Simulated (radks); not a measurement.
Results of a calculation; reference values are marked as such.
Question: Code: a radial shooting solver on a logarithmic mesh with Libxc functionals. Model: Dirac Kohn-Sham, PBEsol, spin-unpolarised, spherical densities, finite nucleus; open shells fill j = l - 1/2 first; Fermi nuclear charge, rms radius of each element as measured or else 0.836 A^(1/3) + 0.57 fm. Each species is in its NIST ground configuration. Rank Ag, Nb, Cd, Zr, Rh, Tc, Ru, Pd, Mo by Delta-SCF ionisation energy (eV), largest first.

Answer: Cd 9.310, Pd 8.933, Tc 8.177, Ag 7.748, Rh 7.455, Ru 7.288, Zr 7.156, Mo 6.882, Nb 6.623.
